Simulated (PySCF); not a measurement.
How methods differ on the ionisation energy of Cl²⁺

Cl²⁺ [Ne] 3s2 3p3 (4S) → Cl³⁺ [Ne] 3s2 3p2 (3P), as a difference of total energies. All numbers are calculated (PySCF 2.14, no relativity, point nucleus, in dyall-av3z). Correlated levels: valence: [Ne] frozen; virtual orbitals above 40 to 60 times the deepest correlated orbital energy dropped. The calculations carry no spin-orbit coupling.

```
           method  ionisation energy (eV)
              UHF                  38.972
              LDA                  39.675
              PBE                  39.583
             PBE0                  39.666
           r2SCAN                  39.846
          LC-wPBE                  39.766
             MN15                  39.713
              M06                  39.593
             BP86                  39.614
    MP2 (valence)                  39.624
SCS-MP2 (valence)                  39.425
```

A first-order spin-orbit estimate (lowest level to lowest level, LS coupling) adds -0.099 eV.

Errors of the correlated levels include the incompleteness of this basis and the frozen core.

Task: Which method comes closest to the reference value, and which is furthest?

Result: The reference is 39.8 ± 0.11 eV (semi-empirical (NIST evaluation); NIST Atomic Spectra Database, ionization energies). Closest: r2SCAN (error -0.054 eV); furthest: UHF (error -0.927 eV), both after the spin-orbit estimate.
